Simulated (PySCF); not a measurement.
In(H)(OH)(NH2) (H₄InNO), SMILES [NH2][InH][OH]. Atoms are numbered in the order given.

```xyz
7

In    -0.1987    -0.1066    -0.1801
H     -1.4383    -0.6523    -1.2274
O      0.4897     1.7756    -0.1688
H      0.0495     2.3402    -0.8125
N      0.7029    -1.1164     1.3111
H      1.5463    -0.7260     1.7190
H      0.7429    -2.1294     1.3169
```

Coordinates come from a PBE0-D3(BJ)/def2-SVP optimisation. The def2 effective core potentials stand for the cores of In; spin–orbit coupling is left out. The values are those of a single conformer.

Method: PBE0-D3(BJ)/def2-SVP in PySCF.

Frequencies are harmonic and unscaled.

```
mode  ν (cm⁻¹)  IR (km/mol)  Raman (Å⁴/amu)  depolarisation  moving atoms (share of kinetic energy)
----  --------  -----------  --------------  --------------  --------------------------------------
1          136          6.3             2.2            0.73         O 38 %, N 31 %, H 19 %, In 13 %
2          263         48.0             1.4            0.07                          H 79 %, N 19 %
3          295        214.4             1.7            0.53                                  H 92 %
4          311         31.7             1.0            0.27                                  H 89 %
5          429         28.6             3.8            0.61                                  H 95 %
6          450        142.7            12.0            0.65                                  H 92 %
7          603         48.3            14.3            0.14                         O 82 %, In 10 %
8          629         29.7            16.4            0.39                 N 67 %, H 19 %, In 12 %
9          735         16.8             0.7            0.75                          H 88 %, N 11 %
10         793        112.4             1.6            0.75                                  H 91 %
11        1514         10.1             4.1            0.75                           H 91 %, N 9 %
12        1838        134.8           178.1            0.21                                  H 99 %
13        3600         19.8           177.2            0.10                                  H 96 %
14        3712         26.6            97.0            0.75                           H 91 %, N 9 %
15        3908         44.9           124.6            0.26                                  H 94 %
```
